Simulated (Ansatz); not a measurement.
Molecule: sum formula BOBr$_{2}$, charge 0, multiplicity 2. It need not be the lowest isomer of its formula. 
Structure (B3LYP-D3(BJ)/def2-TZVP (Ansatz, a program for electronic structure) minimum search):
```xyz
4

O     -0.1155     1.9195    -0.0992
B     -0.0374     0.6213    -0.0321
Br     1.7215    -0.1595     0.0464
Br    -1.6898    -0.3681    -0.0192
```
Charge 0, spin multiplicity 2.

Parts of the frozen-core correlation energy in 6-31G (Ansatz, hartree). Frozen orbitals: 30; correlated occupied orbitals by spin: 12 and 11; virtual: 34 and 35. Open shells are spin-unrestricted. Spin-orbit coupling is left out. Non-relativistic.

```csv
term,value
reference (HF),-5243.67505
MP2 opposite-spin,-0.16271
MP2 same-spin,-0.05793
CCSD correlation,-0.24661
(T),-0.00766
T1 diagnostic,0.028
largest doubles amplitude,0.055
<S^2> of the reference,0.765
```
